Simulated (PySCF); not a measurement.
## Exercise with solution: chemical shift, span and skew from a shielding tensor

Al(H)(Cl)(Et) (C₂H₆AlCl), SMILES C[CH2][AlH][Cl]. Atoms are numbered in the order given.

```xyz
10

Al    -0.1642    -0.4655     0.3424
H     -0.6471    -1.8829     0.8595
Cl     0.2744     0.9729     1.8295
C      0.0517     0.0438    -1.5302
C     -0.2724    -1.0376    -2.5610
H      1.0898     0.4056    -1.6537
H     -0.5688     0.9442    -1.6977
H     -1.3157    -1.3832    -2.4815
H      0.3649    -1.9281    -2.4382
H     -0.1301    -0.6812    -3.5942
```

Coordinates come from a PBE0-D3(BJ)/def2-SVP optimisation. The structure was generated by enumeration; whether it is a known compound was not checked. Other conformers were not sampled.

GIAO shieldings from KT2/pcSseg-1 (PySCF), non-relativistic, no solvent. The symmetric part of the tensor of C5 has the principal values 166.9, 167.5, 186.2 ppm. The same nucleus in TMS has σ = 185.1 ppm at this level (PySCF, at its B3LYP-D3(BJ)/def2-TZVP geometry). Without spin–orbit terms, shifts of atoms bonded to Cl or Br come out too high.

Task: Work out the isotropic shielding, the ¹³C shift against TMS, the span and the skew.

Result: 
σ(iso) = (σ11 + σ22 + σ33)/3 = 173.5 ppm. δ = σ(ref) − σ(iso) = 185.1 − (173.5) = 11.6 ppm.
Span Ω = σ33 − σ11 = 19.3 ppm. Skew κ = 3(σ(iso) − σ22)/Ω = 0.94. Tumbling in solution averages the tensor to δ; in a static solid the shielding alone would spread this spin-1/2 line over Ω.
